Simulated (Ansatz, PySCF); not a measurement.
Stretching the Ge1–Br2 bond in BrGeH3 (SMILES [GeH3][Br]) (multiplicity 1 held, fragments rigid). Energies count from the point at 2.332 Å.
Geometry at that point (charge 0, multiplicity 1):
```json
[
 {"atom": "Ge", "x (Å)": "-1.1456", "y (Å)": "0.0468", "z (Å)": "0.0046"},
 {"atom": "Br", "x (Å)": "1.1842", "y (Å)": "-0.0484", "z (Å)": "-0.0048"},
 {"atom": "H", "x (Å)": "-1.5399", "y (Å)": "1.4838", "z (Å)": "-0.3541"},
 {"atom": "H", "x (Å)": "-1.6070", "y (Å)": "-0.3323", "z (Å)": "1.4163"},
 {"atom": "H", "x (Å)": "-1.6424", "y (Å)": "-0.9559", "z (Å)": "-1.0428"}
]
```

Restricted levels (R-, RO-) in cc, def2 and unpolarised 6-31G sets keep to the state of the molecule at rest. U- levels take the lowest unrestricted solution at each point, which mixes spins at long bonds. Active spaces are followed from a long bond inwards. Left out are points that failed, MP2 points that dive below the minimum, coupled-cluster points behind a jump of the amplitudes or a sharp parting from full CI or MRCI, small-basis points behind a change of solution, and semi-empirical points at long bonds. Levels need not reach the same state.

Correlated levels freeze the cores. Filled d and f shells under p-block atoms count as core. Rows in LANL2DZ carry no dispersion term and start afresh at each structure. LANL2DZ brings its own core potentials from Na on.

Programs: Ansatz (Gaussian basis) for Hartree–Fock, density functionals and correlated methods; PySCF for LANL2DZ rows. Each number belongs to the level named beside it.

Energies in kcal/mol.

```json
[
 {"R (Å)": "1.865", "U-HF/cc-pVTZ": "69.0", "R-PBE/cc-pVTZ": "64.9", "U-r2SCAN/cc-pVTZ": "62.1", "R-B3LYP/LANL2DZ": "84.9", "FIC-MRCISD+Q on CASSCF(6,4)/cc-pVTZ": "68.7"},
 {"R (Å)": "2.099", "U-HF/cc-pVTZ": "11.6", "R-PBE/cc-pVTZ": "11.2", "U-r2SCAN/cc-pVTZ": "9.8", "R-B3LYP/LANL2DZ": "19.5", "FIC-MRCISD+Q on CASSCF(6,4)/cc-pVTZ": "11.7"},
 {"R (Å)": "2.332", "U-HF/cc-pVTZ": "0.0", "R-PBE/cc-pVTZ": "0.0", "U-r2SCAN/cc-pVTZ": "0.0", "R-B3LYP/LANL2DZ": "0.0", "FIC-MRCISD+Q on CASSCF(6,4)/cc-pVTZ": "0.0"},
 {"R (Å)": "2.565", "U-HF/cc-pVTZ": "7.1", "R-PBE/cc-pVTZ": "5.7", "U-r2SCAN/cc-pVTZ": "7.1", "R-B3LYP/LANL2DZ": "0.5", "FIC-MRCISD+Q on CASSCF(6,4)/cc-pVTZ": "6.6"},
 {"R (Å)": "2.798", "U-HF/cc-pVTZ": "21.0", "R-PBE/cc-pVTZ": "17.4", "U-r2SCAN/cc-pVTZ": "20.0", "R-B3LYP/LANL2DZ": "9.2", "FIC-MRCISD+Q on CASSCF(6,4)/cc-pVTZ": "19.6"},
 {"R (Å)": "3.148", "U-HF/cc-pVTZ": "43.5", "R-PBE/cc-pVTZ": "36.4", "U-r2SCAN/cc-pVTZ": "40.5", "R-B3LYP/LANL2DZ": "26.4", "FIC-MRCISD+Q on CASSCF(6,4)/cc-pVTZ": "40.7"},
 {"R (Å)": "3.498", "U-HF/cc-pVTZ": "55.4", "R-PBE/cc-pVTZ": "52.7", "U-r2SCAN/cc-pVTZ": "58.0", "R-B3LYP/LANL2DZ": "42.7", "FIC-MRCISD+Q on CASSCF(6,4)/cc-pVTZ": "58.4"},
 {"R (Å)": "4.081", "U-HF/cc-pVTZ": "61.6", "R-PBE/cc-pVTZ": "71.4", "U-r2SCAN/cc-pVTZ": "73.6", "R-B3LYP/LANL2DZ": "63.0", "FIC-MRCISD+Q on CASSCF(6,4)/cc-pVTZ": "76.3"},
 {"R (Å)": "4.664", "U-HF/cc-pVTZ": "62.9", "R-PBE/cc-pVTZ": "82.0", "U-r2SCAN/cc-pVTZ": "79.8", "R-B3LYP/LANL2DZ": "75.5", "FIC-MRCISD+Q on CASSCF(6,4)/cc-pVTZ": "82.2"},
 {"R (Å)": "5.363", "U-HF/cc-pVTZ": "63.2", "R-PBE/cc-pVTZ": "88.4", "U-r2SCAN/cc-pVTZ": "82.8", "R-B3LYP/LANL2DZ": "83.7", "FIC-MRCISD+Q on CASSCF(6,4)/cc-pVTZ": "83.6"},
 {"R (Å)": "6.296", "U-HF/cc-pVTZ": "63.3", "R-PBE/cc-pVTZ": "92.0", "U-r2SCAN/cc-pVTZ": "84.1", "R-B3LYP/LANL2DZ": "left out", "FIC-MRCISD+Q on CASSCF(6,4)/cc-pVTZ": "84.0"},
 {"R (Å)": "7.462", "U-HF/cc-pVTZ": "63.4", "R-PBE/cc-pVTZ": "93.6", "U-r2SCAN/cc-pVTZ": "84.6", "R-B3LYP/LANL2DZ": "left out", "FIC-MRCISD+Q on CASSCF(6,4)/cc-pVTZ": "84.1"}
]
```

Doubts at one or more of the structures used: a spin-contaminated determinant (U-HF/cc-pVTZ, U-r2SCAN/cc-pVTZ); a restricted determinant that unrestricted orbitals would lower (R-PBE/cc-pVTZ, R-B3LYP/LANL2DZ); active orbitals that take no part (FIC-MRCISD+Q on CASSCF(6,4)/cc-pVTZ).

Ansatz is a quantum-chemistry and plane-wave program.
